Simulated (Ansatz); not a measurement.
Relaxation of the cluster Al4H5⁺ with RKS B3LYP-D4/def2-SVP.

```sh
$ ansatz run in.yaml --threads 4 --pin off --events-out ev --progress --plain --max-ram 4787MiB
```

```yaml
crystal:
  periodic: [false, false, false]
  atoms:
    - {symbol: Al, position_ang: [1.419560, -0.356310, 0.552790]}
    - {symbol: Al, position_ang: [-0.884470, -0.367500, 2.278320]}
    - {symbol: Al, position_ang: [-2.172280, -0.108230, -0.107530]}
    - {symbol: Al, position_ang: [0.306250, 0.596430, -1.538210]}
    - {symbol: H, position_ang: [0.124150, -1.807070, 1.250920]}
    - {symbol: H, position_ang: [-0.625310, 1.565610, -0.627920]}
    - {symbol: H, position_ang: [1.334980, 1.132930, -2.536590]}
    - {symbol: H, position_ang: [-0.603060, -0.716990, -1.698840]}
    - {symbol: H, position_ang: [1.100180, 0.061140, 2.427050]}
basis:
  gaussian: {orbitals: def2-SVP}
total_charge: 1
hamiltonian: {xc: {name: B3LYP}, dispersion: d4}
scf: {lower_state_search: "off"}
output: {orbitals: {seedname: orbitals}}
relax: {f_tol: 0.02, max_steps: 100}
```

Hardware: 4 threads of Arm Neoverse V1 on a shared host. Wall time 26 s.

Positions (Å) and forces (eV/Å) at steps 1, 2, 3, 4, 5, 6, 7, 8, 9, 10, 11, 12, 13, 14, 15, 16, 17, 18, 19, 22, 23, 24, 25 of 25:

```xyz
9
step=1 energy=-26454.1198 eV
Al    1.420   -0.356    0.553   -0.228   -0.825    1.796
Al   -0.884   -0.367    2.278    1.301   -0.534    0.608
Al   -2.172   -0.108   -0.108   -0.311    0.315   -1.117
Al    0.306    0.596   -1.538    0.200    0.362   -0.481
H     0.124   -1.807    1.251    0.068    0.825   -0.068
H    -0.625    1.566   -0.628   -0.498   -0.235    0.269
H     1.335    1.133   -2.537    0.280    0.280   -0.534
H    -0.603   -0.717   -1.699   -0.479   -0.205    0.367
H     1.100    0.061    2.427   -0.333    0.017   -0.841
9
step=2 energy=-26454.9535 eV
Al    1.394   -0.474    0.709   -0.473   -0.257    0.243
Al   -0.743   -0.455    2.341    0.277   -0.190    0.098
Al   -2.205   -0.052   -0.243    0.022    0.294   -0.495
Al    0.346    0.605   -1.541    0.403    0.051    0.201
H     0.130   -1.686    1.231    0.432    0.332    0.184
H    -0.679    1.499   -0.608   -0.317   -0.127    0.028
H     1.341    1.166   -2.596    0.001    0.098   -0.221
H    -0.638   -0.699   -1.629   -0.312   -0.089    0.152
H     1.054    0.095    2.337   -0.034   -0.112   -0.190
9
step=3 energy=-26455.1213 eV
Al    1.348   -0.528    0.752    0.134    0.284   -0.415
Al   -0.696   -0.509    2.384   -0.279    0.004    0.160
Al   -2.221    0.061   -0.404   -0.020    0.075   -0.105
Al    0.375    0.608   -1.527    0.250   -0.133    0.335
H     0.250   -1.651    1.324   -0.039   -0.613    0.084
H    -0.744    1.461   -0.624   -0.059    0.069   -0.138
H     1.324    1.185   -2.634   -0.097    0.002   -0.044
H    -0.681   -0.686   -1.589   -0.109    0.068   -0.061
H     1.045    0.060    2.319    0.220    0.245    0.185
9
step=4 energy=-26455.2103 eV
Al    1.367   -0.536    0.781   -0.139    0.143   -0.174
Al   -0.658   -0.560    2.446   -0.412    0.043    0.087
Al   -2.305    0.143   -0.558    0.188    0.022    0.031
Al    0.384    0.597   -1.497    0.087   -0.108    0.290
H     0.314   -1.750    1.386    0.246   -0.170    0.000
H    -0.782    1.487   -0.685   -0.038    0.029   -0.074
H     1.302    1.176   -2.631   -0.037   -0.031   -0.006
H    -0.719   -0.659   -1.606   -0.094    0.057   -0.060
H     1.097    0.102    2.363    0.199    0.015   -0.093
9
step=5 energy=-26455.2437 eV
Al    1.337   -0.542    0.786   -0.200    0.002    0.188
Al   -0.691   -0.604    2.461    0.050   -0.040   -0.083
Al   -2.279    0.204   -0.607    0.109   -0.038    0.081
Al    0.404    0.586   -1.454   -0.089   -0.012   -0.018
H     0.417   -1.839    1.453    0.133    0.205   -0.010
H    -0.815    1.513   -0.739    0.093    0.004   -0.005
H     1.282    1.159   -2.629   -0.007   -0.065    0.068
H    -0.767   -0.622   -1.619   -0.012    0.061   -0.028
H     1.112    0.144    2.349   -0.076   -0.117   -0.192
9
step=6 energy=-26455.2723 eV
Al    1.313   -0.535    0.780   -0.073   -0.003    0.100
Al   -0.709   -0.627    2.441   -0.020   -0.036   -0.047
Al   -2.229    0.198   -0.548    0.257    0.007    0.011
Al    0.410    0.582   -1.454   -0.155    0.021   -0.097
H     0.446   -1.834    1.467    0.063    0.053   -0.026
H    -0.798    1.522   -0.737    0.013   -0.063    0.024
H     1.285    1.144   -2.634    0.019   -0.050    0.046
H    -0.783   -0.605   -1.632   -0.064    0.071    0.049
H     1.065    0.156    2.316   -0.039    0.002   -0.060
9
step=7 energy=-26455.3105 eV
Al    1.255   -0.514    0.773    0.158   -0.005   -0.068
Al   -0.753   -0.685    2.397   -0.179   -0.083    0.225
Al   -2.080    0.192   -0.429   -0.257   -0.020    0.093
Al    0.413    0.574   -1.466    0.028    0.068   -0.258
H     0.505   -1.838    1.477    0.017   -0.140   -0.024
H    -0.769    1.523   -0.721    0.106    0.107    0.003
H     1.296    1.107   -2.649    0.021   -0.016   -0.013
H    -0.834   -0.566   -1.636    0.086   -0.044   -0.058
H     0.967    0.205    2.254    0.020    0.133    0.100
9
step=8 energy=-26455.3312 eV
Al    1.236   -0.500    0.776    0.044   -0.013   -0.049
Al   -0.755   -0.731    2.446   -0.085   -0.051    0.075
Al   -2.082    0.203   -0.419    0.106    0.012    0.032
Al    0.413    0.579   -1.495   -0.026    0.020   -0.109
H     0.519   -1.853    1.483    0.022    0.000   -0.008
H    -0.742    1.539   -0.723   -0.024   -0.025   -0.007
H     1.300    1.101   -2.679    0.023   -0.016   -0.015
H    -0.832   -0.562   -1.649   -0.028    0.040    0.025
H     0.942    0.225    2.259   -0.032    0.033    0.055
9
step=9 energy=-26455.3650 eV
Al    1.134   -0.451    0.778   -0.077   -0.119    0.017
Al   -0.783   -0.891    2.560    0.069   -0.037    0.092
Al   -1.966    0.224   -0.301    0.236    0.051   -0.127
Al    0.427    0.590   -1.581   -0.087   -0.052    0.107
H     0.585   -1.888    1.510    0.037    0.231   -0.064
H    -0.670    1.578   -0.749   -0.091   -0.010   -0.027
H     1.315    1.068   -2.779    0.022   -0.011   -0.020
H    -0.856   -0.516   -1.685   -0.053    0.035    0.005
H     0.815    0.288    2.248   -0.056   -0.089    0.018
9
step=10 energy=-26455.4019 eV
Al    1.033   -0.411    0.783   -0.106   -0.264    0.103
Al   -0.760   -1.025    2.700   -0.011   -0.043    0.189
Al   -1.867    0.250   -0.258    0.140    0.026   -0.134
Al    0.432    0.596   -1.633   -0.112   -0.063    0.123
H     0.631   -1.899    1.529    0.095    0.304   -0.185
H    -0.646    1.618   -0.805   -0.065    0.055   -0.059
H     1.336    1.033   -2.835    0.028   -0.007   -0.011
H    -0.890   -0.472   -1.739    0.003    0.031   -0.037
H     0.731    0.309    2.257    0.029   -0.039    0.011
9
step=11 energy=-26455.4669 eV
Al    0.940   -0.386    0.792   -0.276   -0.318    0.134
Al   -0.709   -1.128    2.858   -0.023   -0.020    0.157
Al   -1.797    0.268   -0.257    0.510    0.038   -0.299
Al    0.432    0.605   -1.659   -0.178   -0.036    0.060
H     0.651   -1.902    1.534    0.084    0.323   -0.264
H    -0.663    1.664   -0.889   -0.143   -0.094    0.032
H     1.366    1.004   -2.853    0.029   -0.006    0.013
H    -0.917   -0.433   -1.806   -0.052    0.090    0.161
H     0.699    0.307    2.281    0.049    0.024    0.007
9
step=12 energy=-26455.5603 eV
Al    0.787   -0.364    0.790   -0.174   -0.486    0.327
Al   -0.659   -1.225    3.019    0.262    0.057   -0.086
Al   -1.682    0.278   -0.253    0.468    0.052   -0.459
Al    0.434    0.621   -1.690   -0.090   -0.059   -0.035
H     0.660   -1.909    1.517   -0.108    0.445   -0.194
H    -0.667    1.696   -0.937   -0.210   -0.156    0.053
H     1.393    0.985   -2.877    0.000    0.010    0.028
H    -0.931   -0.409   -1.849   -0.092    0.177    0.266
H     0.664    0.326    2.280   -0.056   -0.041    0.098
9
step=13 energy=-26455.6431 eV
Al    0.654   -0.373    0.828    0.154   -0.187   -0.154
Al   -0.510   -1.258    3.141    0.004   -0.040    0.170
Al   -1.582    0.274   -0.305   -0.191    0.050   -0.247
Al    0.449    0.631   -1.701    0.219   -0.037   -0.099
H     0.580   -1.914    1.468   -0.026    0.269   -0.002
H    -0.701    1.692   -0.986   -0.116   -0.017    0.043
H     1.417    0.993   -2.881   -0.020    0.017    0.012
H    -0.936   -0.383   -1.867   -0.046    0.050    0.140
H     0.629    0.338    2.302    0.023   -0.104    0.138
9
step=14 energy=-26455.6651 eV
Al    0.593   -0.368    0.813    0.055   -0.104    0.226
Al   -0.415   -1.292    3.306    0.195    0.037   -0.136
Al   -1.589    0.288   -0.388   -0.350    0.045   -0.023
Al    0.470    0.649   -1.729    0.149    0.025   -0.062
H     0.510   -1.856    1.513   -0.084   -0.234   -0.089
H    -0.744    1.688   -1.070    0.043    0.103    0.034
H     1.435    1.033   -2.903    0.002   -0.001    0.006
H    -0.920   -0.363   -1.892    0.029   -0.116   -0.047
H     0.660    0.222    2.349   -0.040    0.246    0.092
9
step=15 energy=-26455.7130 eV
Al    0.525   -0.378    0.817   -0.106    0.057    0.157
Al   -0.249   -1.323    3.402    0.110    0.018   -0.096
Al   -1.655    0.317   -0.461   -0.057   -0.005    0.055
Al    0.490    0.652   -1.724   -0.041    0.002    0.055
H     0.423   -1.886    1.484    0.004   -0.061    0.043
H    -0.733    1.706   -1.084    0.049    0.004   -0.075
H     1.459    1.044   -2.892    0.034   -0.013    0.017
H    -0.883   -0.389   -1.899    0.013    0.020   -0.106
H     0.623    0.257    2.356   -0.006   -0.023   -0.049
9
step=16 energy=-26455.7385 eV
Al    0.424   -0.370    0.840   -0.063    0.028    0.111
Al   -0.082   -1.378    3.497    0.100    0.019   -0.104
Al   -1.698    0.346   -0.528    0.062    0.012   -0.047
Al    0.503    0.651   -1.723   -0.140   -0.005    0.062
H     0.374   -1.894    1.501   -0.010    0.035    0.038
H    -0.734    1.723   -1.141    0.034   -0.022   -0.005
H     1.498    1.037   -2.872    0.051   -0.023    0.036
H    -0.880   -0.371   -1.954    0.009    0.017    0.001
H     0.597    0.256    2.382   -0.044   -0.060   -0.090
9
step=17 energy=-26455.7606 eV
Al    0.321   -0.357    0.842   -0.011   -0.049    0.179
Al    0.100   -1.425    3.553    0.082    0.046   -0.149
Al   -1.740    0.376   -0.591    0.056    0.010   -0.070
Al    0.504    0.647   -1.712   -0.105    0.000    0.000
H     0.328   -1.883    1.512   -0.018    0.028    0.012
H    -0.731    1.741   -1.171    0.012   -0.050   -0.016
H     1.552    1.012   -2.823    0.022   -0.027    0.055
H    -0.882   -0.366   -1.989    0.005    0.066    0.030
H     0.548    0.256    2.379   -0.042   -0.024   -0.041
9
step=18 energy=-26455.7572 eV rejected
Al    0.238   -0.346    0.859   -0.063    0.080   -0.268
Al    0.285   -1.445    3.479    0.013   -0.152    0.558
Al   -1.793    0.399   -0.636    0.087    0.013   -0.064
Al    0.489    0.631   -1.688    0.026    0.018   -0.079
H     0.307   -1.865    1.546   -0.002   -0.031   -0.259
H    -0.734    1.748   -1.189   -0.015   -0.026    0.027
H     1.631    0.951   -2.725   -0.066   -0.025    0.071
H    -0.909   -0.338   -2.024    0.006    0.015    0.062
H     0.486    0.265    2.378    0.014    0.108   -0.047
9
step=19 energy=-26455.7742 eV
Al    0.277   -0.353    0.849   -0.028   -0.021    0.047
Al    0.196   -1.438    3.544    0.047    0.014   -0.036
Al   -1.761    0.387   -0.616    0.034    0.011   -0.047
Al    0.498    0.642   -1.704   -0.036    0.002   -0.007
H     0.309   -1.878    1.517   -0.003    0.017   -0.006
H    -0.734    1.742   -1.184    0.006   -0.008    0.000
H     1.591    0.986   -2.779   -0.007   -0.022    0.048
H    -0.892   -0.351   -2.003    0.004    0.016    0.010
H     0.516    0.262    2.376   -0.016   -0.009   -0.009
9
step=22 energy=-26455.7761 eV rejected
Al    0.045   -0.360    0.880    0.030   -0.005    0.027
Al    0.638   -1.470    3.565   -0.041    0.068   -0.169
Al   -1.843    0.452   -0.751    0.020    0.032   -0.059
Al    0.500    0.617   -1.646   -0.032    0.019   -0.044
H     0.222   -1.873    1.540   -0.013   -0.070   -0.005
H    -0.742    1.763   -1.277    0.015    0.073    0.166
H     1.707    0.898   -2.608    0.025    0.003   -0.007
H    -0.912   -0.276   -2.090   -0.004   -0.177    0.048
H     0.386    0.250    2.387   -0.001    0.057    0.044
9
step=23 energy=-26455.7900 eV
Al    0.098   -0.351    0.862    0.065   -0.035    0.081
Al    0.518   -1.454    3.533    0.005    0.001   -0.002
Al   -1.815    0.431   -0.705   -0.037    0.035   -0.082
Al    0.499    0.625   -1.668   -0.005   -0.005    0.011
H     0.236   -1.874    1.519   -0.002    0.009   -0.007
H    -0.728    1.761   -1.215   -0.011   -0.006    0.007
H     1.680    0.922   -2.657    0.000    0.002   -0.004
H    -0.899   -0.327   -2.044   -0.012    0.001    0.006
H     0.411    0.267    2.375   -0.003   -0.003   -0.011
9
step=24 energy=-26455.7907 eV
Al    0.089   -0.352    0.868   -0.007    0.002   -0.007
Al    0.543   -1.456    3.534    0.002    0.001   -0.003
Al   -1.824    0.440   -0.727   -0.020   -0.009    0.028
Al    0.503    0.622   -1.662   -0.058    0.002    0.009
H     0.232   -1.875    1.522    0.001    0.000    0.003
H    -0.734    1.762   -1.217    0.046   -0.004   -0.021
H     1.688    0.918   -2.649   -0.010   -0.001    0.005
H    -0.905   -0.325   -2.048    0.047    0.009   -0.015
H     0.408    0.266    2.379    0.001   -0.001    0.001
9
step=25 energy=-26455.7913 eV
Al    0.085   -0.353    0.867    0.000   -0.001    0.003
Al    0.553   -1.456    3.532    0.002   -0.001    0.002
Al   -1.831    0.441   -0.728    0.003    0.000   -0.001
Al    0.498    0.622   -1.660    0.001    0.002   -0.005
H     0.230   -1.875    1.523   -0.002    0.002   -0.001
H    -0.728    1.763   -1.219   -0.001    0.000    0.001
H     1.688    0.915   -2.641   -0.001   -0.001    0.002
H    -0.899   -0.324   -2.052   -0.001    0.000    0.001
H     0.406    0.266    2.378   -0.002   -0.001   -0.002
```

The restricted singlet is unstable towards broken spin symmetry in Hartree–Fock (as tested in another run); at B3LYP-D4/def2-SVP this wasn't settled. The structure comes from a short search, and lower isomers may exist.
